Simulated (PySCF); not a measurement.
A structure optimised at PBE-D3(BJ)/def2-SVP, used in a PySCF frequency run:

```
C
H 1 1.1087
H 1 1.1166 2 108.29
N 1 1.4292 2 110.98 3 -121.06
C 4 1.2874 1 116.42 2 -138.70
N 5 1.4059 4 127.00 1 1.83
C 6 1.2926 5 113.87 4 11.16
O 7 1.3367 6 127.12 5 -4.15
H 5 1.1067 4 118.27 1 -179.25
H 7 1.1075 6 121.22 5 173.27
```

### Question
Write its SMILES and formula.

### Answer
C1=NC=NCO1, C3H4N2O

### Question
What are its rotational constants (standard atomic weights)?

### Answer
5.8684, 5.7666, 2.9934 GHz
